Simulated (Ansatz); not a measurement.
## How methods differ on BH2Br (SMILES BBr)

BH2Br: 4 atoms, total charge 0, spin state singlet. SMILES: `BBr`. The coordinates come from a PBE0-D4/def2-TZVP relaxation.

```xyz
4

B    -0.1539    0.0250   -0.0969
Br    1.4701   -0.3634    0.7908
H    -1.1112   -0.6173    0.1917
H    -0.1495    0.8954   -0.9059
```

Quantity: the energy change with the B1–H3 bond stretched from 1.188 to 1.486 Å, in eV. The values are calculated.

| level | kind | program | value (eV) | less CCSD(T)/STO-3G | CPU time (all runs) |
| --- | --- | --- | --- | --- | --- |
| HF/STO-3G (restricted) | Hartree–Fock | Ansatz | 1.25 | +0.33 | 0.26 s |
| SVWN5/STO-3G (restricted) | LDA | Ansatz | 0.96 | +0.04 | 1.2 s |
| BLYP/STO-3G (restricted) | GGA | Ansatz | 0.91 | -0.01 | 1.8 s |
| PBE/STO-3G (restricted) | GGA | Ansatz | 0.92 | 0.00 | 1.9 s |
| PBE0/STO-3G (restricted) | global hybrid | Ansatz | 1.03 | +0.11 | 1.9 s |
| wB97M-V/STO-3G (restricted) | range-separated hybrid | Ansatz | 1.04 | +0.12 | 25 s |
| B2PLYP/STO-3G (restricted) | double hybrid | Ansatz | 1.04 | +0.12 | 2.8 s |
| RPA@PBE/STO-3G (restricted) | RPA | Ansatz | 0.87 | -0.05 | 2.7 s |
| CCSD(T)/STO-3G (restricted) | coupled cluster or CI | Ansatz | 0.92 | 0.00 | 0.42 s |
| CCSDT/STO-3G (restricted) | coupled cluster or CI | Ansatz | 0.91 | -0.01 | 0.71 s |

CCSD(T)/STO-3G (restricted) is the highest level here, not the true value. All-electron rows without a relativistic Hamiltonian named are non-relativistic. The first shape isn't each level's own minimum. The values span 0.87 to 1.25 eV. All rows use very small basis sets, so none should be taken for the real molecule's value. In the correlated wave-function rows the outer d shell of Br is correlated, in sets not made for it. In so small a basis fixed costs decide the times, and correlated methods can beat functionals. CPU times are rough (shared hosts, several kinds of processor and program).
